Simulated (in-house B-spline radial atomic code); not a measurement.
Results of a calculation; reference values are marked as such.
**Building a PAW s channel for Co, r_c = 2.01 bohr**

Co, [Ar] 3d7 4s2, non-relativistic LDA (VWN5), spherical and spin-unpolarised, from a B-spline radial code for spherical atoms (atomic units; all potentials screened as in the neutral atom).

Two all-electron partial waves φ1, φ2 are integrated outwards at E1 = ε(4s) = -0.204497 and E2 = E1 + 2 hartree; φ1 is the bound orbital and φ2 has unit norm inside r_c = 2.0089 bohr. Smooth partners are polynomials, r^1(a0 + a1 r² + a2 r⁴ + a3 r⁶), matched to φ and three derivatives at r_c, with no condition on the norm. The local potential is -5.31025 + (3.20624) r² + (-0.817231) r⁴ + (0.0767379) r⁶ inside 1.6448 bohr and the all-electron one outside.

| wave | φ(r_c) | φ'(r_c) | a0 | a1 | a2 | a3 |
| --- | --- | --- | --- | --- | --- | --- |
| 1 | 0.6121154 | 0.1580079 | 0.1094412 | 0.1575171 | -0.0375932 | 0.002614391 |
| 2 | 0.2424312 | -2.626845 | 1.643311 | -0.2709926 | -0.06181203 | 0.008790301 |

Inside r_c the overlaps are <φi φj> = [[0.21753, 0.41156], [0.41156, 1.00000]] and, for the smooth waves, [[0.22551, 0.53737], [0.53737, 1.98747]]. With χj = (Ej − T − V_local) applied to smooth wave j, the program's quadrature gives the matrix B_ij = <smooth i, χj> as [[0.19578, 1.18923], [0.93761, 6.19793]].

(1) Check the match of the first wave, and find the augmentation charges q_ij.

(2) B isn't symmetric. Show that D_ij = B_ij + Ej q_ij is.

Solving (T + V_local + Σ p D p) ψ = E (1 + Σ p q p) ψ in a sphere of 9 bohr, whose wall lifts the free-atom level a little, gives these levels:

```
all-electron  one projector  two projectors
   -0.204143      -0.204143      -12.919500
    0.087175       0.084341       -0.204143
    0.426241       0.278617        0.087159
    0.923404       0.453071        0.426164
    1.567840       0.948108        0.923280
```

(3) What does the second projector gain?

Answers

(1) At r_c the four terms are 0.21986, 1.27703, -1.22999, 0.34521, which sum to 0.6121, φ1(r_c) to rounding. q_ij is the all-electron overlap less the smooth one: [[-0.00798, -0.12581], [-0.12581, -0.98747]]. The smooth first wave has a norm of 0.2255 inside r_c against 0.2175, so q11 is negative and must stay small enough for the overlap operator to be positive.

(2) Integrating by parts gives B12 − B21 = (E1 − E2) q12: 1.18923 − (0.93761) = 0.25162, and −2 × (-0.12581) = 0.25161. So D12 = 1.18923 + (1.795503)(-0.12581) = 0.96334 and D21 = 0.93761 + (-0.204497)(-0.12581) = 0.96334; D11 = 0.19741, D22 = 4.42492. The projectors, p = (B⁻¹)ᵀ χ, are dual to the smooth waves; det B = 0.098.

(3) With one projector the errors are 0.00, -2.83 millihartree, and the level at 0.2786 is out of step with the all-electron series: an extra state, or one far too low, so the pairing ends there; skipping it, the next levels are off by +26.8, +24.7 millihartree. With two a ghost lies below the reference level, so the set fails. The lowest eigenvalue of the overlap operator is 0.897 with one and 0.02862 with two projectors. The smooth orbital alone needs a cutoff of 4.38 hartree for 1 millihartree of kinetic energy, against 8 for a norm-conserving Troullier-Martins orbital of the same radius, which is no gain while the set fails.
